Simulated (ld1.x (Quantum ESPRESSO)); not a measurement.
u(r) = r·R(r): atom against pseudo-atom (Sm)

Columns: radius, all-electron u(r) and pseudo u(r) of the 5p shell (level -26.72 eV) of samarium in the configuration [Kr] 4d10 4f5 5s2 5p6 5d1 6s1.5 6p0.5; LDA (PZ), scalar-relativistic, RRKJ scheme, ld1.x (Quantum ESPRESSO) 7.5.

| r (bohr) | all-electron | pseudo |
| --- | --- | --- |
| 0.118 | -0.1206 | -0.0123 |
| 0.235 | -0.2202 | -0.0485 |
| 0.353 | 0.2523 | -0.1083 |
| 0.470 | 0.4712 | -0.1887 |
| 0.588 | 0.3557 | -0.2874 |
| 0.705 | 0.0735 | -0.3976 |
| 0.822 | -0.2365 | -0.5130 |
| 0.940 | -0.5045 | -0.6262 |
| 1.058 | -0.7018 | -0.7274 |
| 1.175 | -0.8274 | -0.8078 |
| 1.292 | -0.8930 | -0.8621 |
| 1.410 | -0.9119 | -0.8873 |
| 1.528 | -0.8962 | -0.8831 |
| 1.645 | -0.8572 | -0.8534 |
| 1.763 | -0.8030 | -0.8038 |
| 1.880 | -0.7411 | -0.7426 |
| 1.998 | -0.6752 | -0.6758 |
| 2.115 | -0.6097 | -0.6097 |
| 2.232 | -0.5462 | -0.5462 |
| 2.350 | -0.4858 | -0.4858 |
| 2.468 | -0.4297 | -0.4297 |
| 2.585 | -0.3788 | -0.3788 |
| 2.702 | -0.3327 | -0.3327 |
| 2.820 | -0.2910 | -0.2910 |
| 2.938 | -0.2538 | -0.2538 |
| 3.055 | -0.2211 | -0.2211 |

(1) How many radial nodes do the two functions have?

(2) At about which radius was the pseudo-wave matched?

(3) Is the pseudo-wave norm-conserving?

Answers

(1) The all-electron 5p function has n − l − 1 = 3 (the table is too coarse to show those close to the nucleus); the pseudo-wave has 0, since the states of the same l below it are removed with the core.

(2) 2.15 bohr, where the columns begin to agree (steps of 0.12 bohr).

(3) Yes: the RRKJ scheme keeps the norm inside the radius equal to the all-electron one, which fixes the energy derivative of the logarithmic derivative at the level.
